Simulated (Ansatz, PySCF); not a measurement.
Ways to break one bond of CC[O][GeH3] [ethoxygermane]:

A. CC[O][GeH3] → [CH2][O][GeH3] + [CH3] (CH3)
B. CC[O][GeH3] [ethoxygermane] → C[CH][O][GeH3] + H atom
C. CC[O][GeH3] -> [CH2]C[O][GeH3] + H atom

Quantity: bond dissociation energy (enthalpy at 298 K, with B3LYP-D3(BJ) rigid-rotor harmonic-oscillator terms from PySCF), kJ/mol. Geometries: B3LYP-D3(BJ)/def2-TZVP minima from Ansatz (a program for electronic structure), one conformer each, not searched for the lowest. Valence correlation only, unless marked. UHF or UKS for open shells. Spin-orbit coupling is left out. Frozen are the shells of the preceding noble gas and the d and f shells that filled before the atom's block. Non-relativistic. CBS marks a two-point X^-3 extrapolation of the correlation energy; Hartree-Fock from the larger set.

```tsv
	revPBE/def2-TZVPD (Ansatz)	B97M-V/def2-TZVPD (Ansatz)	CCSD/cc-pVTZ (Ansatz)	CCSD(T)/CBS(cc-pVTZ,cc-pVQZ) (Ansatz)
A	324.2	354.7	348.5	364.4
B	360.4	382.6	389.1	395.5
C	402.1	419.5	421.7	429.7
```
